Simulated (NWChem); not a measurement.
CH$_{4}$AlBrO; SMILES C[O][AlH][Br]

```xyz
8

Al    -0.9483    -0.6392    -0.0216
H     -2.4098    -0.2424    -0.4247
Br     0.4917     0.8698     0.8441
O     -0.4454    -2.2315    -0.2415
C      0.6507    -3.0696    -0.0722
H      1.5246    -2.5465     0.3568
H      0.3946    -3.9076     0.5991
H      0.9571    -3.5032    -1.0399
```
Atoms are numbered in this order, from 1.

Program: NWChem. Pople sets run with spherical d functions. STO-3G and 3-21G are far too small for this property and stand as cheap habits. All runs use the structure optimised with PBE0/def2-SVP. GIAO values for the isolated, static molecule; σ is the absolute isotropic shielding, δ = σ(reference) − σ with the isolated reference molecule computed at the same levels (13C: tetramethylsilane, 1H: tetramethylsilane, 17O: water). Spin-orbit effects, on the heavy nuclei and on their neighbours, are missing.

| level | σ Al1 (ppm) | δ H2 (ppm) | σ Br3 (ppm) | δ O4 (ppm) | δ C5 (ppm) | δ H6 (rotor mean) (ppm) | relative time |
|---|---|---|---|---|---|---|---|
| LDA (Slater exchange, VWN5)/pcSseg-1 | 383.6 | 4.73 | 2530.3 | 96.5 | 56.8 | 4.25 | 6 |
| Hartree-Fock/6-31G* | 502.0 | 4.97 | 2862.5 | 13.6 | 47.8 | 3.69 | 7 |
| PBE/pcSseg-1 | 405.7 | 4.47 | 2575.0 | 87.8 | 56.3 | 4.17 | 7 |
| KT2/pcSseg-1 | 422.0 | 4.50 | 2586.7 | 84.4 | 56.1 | 4.16 | 7 |
| Hartree-Fock/STO-3G | 463.6 | 2.88 | 3186.9 | -55.8 | 46.6 | 1.71 | 1 |

The last column is a rough cost ratio, cheapest run = 1.
